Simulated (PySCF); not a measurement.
FGa, charge +1, doublet, at a GFN2-xTB geometry (such geometries of metal compounds can be far from the true shape) (a state made from the parent by changing its charge; the spin is typed, not shown lowest); B97M-V/6-31G* in PySCF.

The PySCF input:
```python
from pyscf import gto, scf, dft

mol = gto.Mole()
mol.atom = '''
    Ga   -0.00000000   -0.00000000   -0.41893312
    F     0.00000000    0.00000000    1.44299185
'''
mol.basis = '6-31g*'
mol.charge = 1
mol.spin = 1
mol.verbose = 4
mol.build()

mf = dft.UKS(mol)
mf.xc = 'b97m_v'
mf.grids.atom_grid = (99, 590)
mf.grids.prune = None
mf.kernel()
```

It wrote (shortened):

```
PySCF version 2.14.0

[INPUT] verbose = 4
[INPUT] num. atoms = 2
[INPUT] num. electrons = 39
[INPUT] charge = 1
[INPUT] spin (= nelec alpha-beta = 2S) = 1
[INPUT] symmetry False subgroup None
[INPUT] Mole.unit = angstrom
[INPUT] Symbol           X                Y                Z      unit          X                Y                Z       unit  Magmom
[INPUT]  1 Ga     0.000000000000   0.000000000000  -0.418933120000 AA    0.000000000000   0.000000000000  -0.791668861310 Bohr   0.0
[INPUT]  2 F      0.000000000000   0.000000000000   1.442991850000 AA    0.000000000000   0.000000000000   2.726859396479 Bohr   0.0

nuclear repulsion = 79.2945173546279
number of shells = 18
number of NR pGTOs = 122
number of NR cGTOs = 46
basis = 6-31g*
ecp = {}

******** <class 'pyscf.dft.uks.UKS'> ********
method = UKS
initial guess = minao
damping factor = 0
level_shift factor = 0
DIIS = <class 'pyscf.scf.diis.CDIIS'>
diis_start_cycle = 1
diis_space = 8
diis_damp = 0
SCF conv_tol = 1e-09
SCF conv_tol_grad = None
SCF max_cycles = 50
direct_scf = True
direct_scf_tol = 1e-13
number electrons alpha = 20  beta = 19
XC library pyscf.dft.libxc version 7.1.2
    S. Lehtola, C. Steigemann, M. J. T. Oliveira, and M. A. L. Marques,  SoftwareX 7, 1–5 (2018)
XC functionals = b97m_v
    N. Mardirossian and M. Head-Gordon,  J. Chem. Phys. 142, 074111 (2015)
radial grids:
    Treutler-Ahlrichs [JCP 102, 346 (1995); DOI:10.1063/1.469408] (M4) radial grids

becke partition: Becke, JCP 88, 2547 (1988); DOI:10.1063/1.454033
pruning grids: None
grids dens level: 3
symmetrized grids: False
atomic radii adjust function: <function treutler_atomic_radii_adjust>
User specified grid scheme (99, 590)
** Following is NLC and NLC Grids **
NLC functional = b97m_v
radial grids:
    Treutler-Ahlrichs [JCP 102, 346 (1995); DOI:10.1063/1.469408] (M4) radial grids

becke partition: Becke, JCP 88, 2547 (1988); DOI:10.1063/1.454033
pruning grids: <function nwchem_prune>
grids dens level: 3
symmetrized grids: False
atomic radii adjust function: <function treutler_atomic_radii_adjust>
small_rho_cutoff = 0
Set gradient conv threshold to 3.16228e-05
tot grids = 116824
tot grids = 35168
init E= -2023.44720831873

cycle= 1 E= -2023.48569951699  delta_E= -0.0385  |g|= 0.63  |ddm|= 1.19
cycle= 2 E= -2016.43570972296  delta_E= 7.05  |g|= 3.15  |ddm|= 2.96
cycle= 3 E= -2023.64704635933  delta_E= -7.21  |g|= 0.301  |ddm|=  2.6
cycle= 4 E= -2023.63022788242  delta_E= 0.0168  |g|= 0.311  |ddm|= 0.432
cycle= 5 E= -2023.66014744563  delta_E= -0.0299  |g|= 0.13  |ddm|= 0.118
cycle= 6 E= -2023.66809341699  delta_E= -0.00795  |g|= 0.0276  |ddm|= 0.116
cycle= 7 E= -2023.66838200399  delta_E= -0.000289  |g|= 0.00817  |ddm|= 0.0337
cycle= 8 E= -2023.66841185929  delta_E= -2.99e-05  |g|= 0.000408  |ddm|= 0.00804
cycle= 9 E= -2023.66841196054  delta_E= -1.01e-07  |g|= 7.42e-05  |ddm|= 0.000626
cycle= 10 E= -2023.66841196624  delta_E= -5.7e-09  |g|= 1.48e-05  |ddm|= 0.000173
cycle= 11 E= -2023.66841196646  delta_E= -2.16e-10  |g|= 8.51e-06  |ddm|= 4.28e-05
Extra cycle  E= -2023.66841196619  delta_E= 2.71e-10  |g|= 2.59e-05  |ddm|= 3.25e-05
converged SCF energy = -2023.66841196619  <S^2> = 0.7540922  2S+1 = 2.004088
```
